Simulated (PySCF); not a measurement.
NMR data simulated for an unnamed compound:

¹H NMR (400 MHz, computed): δ 7.13 (m, 2H), 6.84 (m, 2H), 4.01 (br s, 1H).

¹³C{¹H} NMR (computed): δ 166.5 (C), 160.5 (C), 122.5 (CH), 120.3 (CH).

PySCF calculation with PBE0-D3(BJ)/def2-TZVP geometry and GIAO B97-2/pcSseg-2 shieldings; one computed conformer, rapidly exchanging positions averaged, gas phase, non-relativistic.

Chemical shifts δ = σref − σ; TMS for ¹H (σ = 31.64 ppm), ¹³C (σ = 185.38 ppm), all at this level.

Which of these does the molecule contain: a CH3CH2 unit, an ester, a benzene ring, an OH group, an aldehyde?

## Answers


- A CH3CH2 unit: no.
- An ester: no.
- A benzene ring: yes.
- An OH group: yes (δH 4.01 (br s)).
- An aldehyde: no.

The data belong to 4-hydroxy-1-fluorobenzene, C6H5FO; they needn't prove each group on their own.

Carbon signals by region: 2 in the far downfield region (above 160 ppm), 2 in the sp2 and nitrile region (100–160 ppm). Above 160 ppm: 166.5, aromatic carbon bearing fluorine, 160.5, aromatic carbon bearing oxygen.

OH/NH shifts are gas-phase values; hydrogen bonding in solution moves them, usually downfield. Splittings by ¹⁹F in the carbon and heteronuclear signals aren't shown, as no couplings were computed. Shifts are as computed. Against solution values, carbons near 30 ppm lie about +3 ppm off and those near 130 ppm about +7 ppm. Of 1211 compounds with measured shifts, 218 miss one by over three times the rms of a fit or turn the order of signals round; such compounds aren't used in these exercises. Multiplicities follow the n + 1 count of equivalent neighbours, as no J values were calculated; m marks all less simple cases, F and P coupling included.
